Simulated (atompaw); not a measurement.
praseodymium (Pr) PAW (atompaw): all-electron and pseudo phase curves

praseodymium, PAW, made with atompaw 4.2.0.5 (LDA (PW92), scalar-relativistic). Core [Kr] 4d10, reference 4f3 5s2 5p6 5d0 6s2 6p0. Waves: 5s (bound); 6s (bound); 5p (bound); 6p (bound, empty); 5d (bound, empty); 5d channel at 3.15 Ry; 4f (bound); 4f channel at 0.8 Ry. Local part: bessel scheme, radius 2.95 bohr. Core correction: smooth core density matched at 2.05 bohr. Augmentation charge: besselshape compensation charge, radius 2.80 bohr; PAW radius 3.00 bohr; waves and projectors: bloechl.

The phase is arctan(r·u′/u) with u = r·R(r), unwrapped; energies in Ry, scanned from -5 to 5 Ry. A pole is an energy at which the radial function vanishes at the test radius. The pseudo phase is shifted by a multiple of π to meet the all-electron one at the reference energy, and phase errors are pseudo minus all-electron; the curves can meet again beyond the range given. Levels narrower than the energy grid can be missing from the lists of poles.

```csv
channel,radius (bohr),reference energy (Ry),"poles, all-electron","poles, pseudo",unbroken range about the reference energy with phases within 0.05 rad,phase error 1 Ry above the reference energy (rad)
s,3.02,-0.26,"-2.80, 2.74","-2.80, 2.65",below 4.4,-0.004
p,3.02,-0.09,"-1.37, 3.96","-1.37, 3.95",the whole range,+0.000
d,3.02,-0.16,0.72,0.72,the whole range,+0.000
f,3.02,-0.11,"-0.04, 3.33","-0.04, 3.75",below 3.6,+0.000
```

Phases in the s channel:

```tsv
E (Ry)	all-electron	pseudo
-5.00	1.401	1.401
-4.52	1.387	1.387
-4.04	1.368	1.368
-3.56	1.331	1.331
-3.08	1.128	1.128
-2.60	-1.700	-1.700
-2.12	-1.783	-1.783
-1.64	-1.839	-1.839
-1.16	-1.912	-1.913
-0.68	-2.041	-2.042
-0.20	-2.354	-2.354
0.28	-3.309	-3.312
0.76	-4.186	-4.190
1.24	-4.468	-4.472
1.72	-4.589	-4.594
2.20	-4.659	-4.664
2.68	-4.707	-4.715
3.16	-4.746	-4.758
3.64	-4.783	-4.802
4.12	-4.822	-4.857
4.60	-4.871	-4.946
```
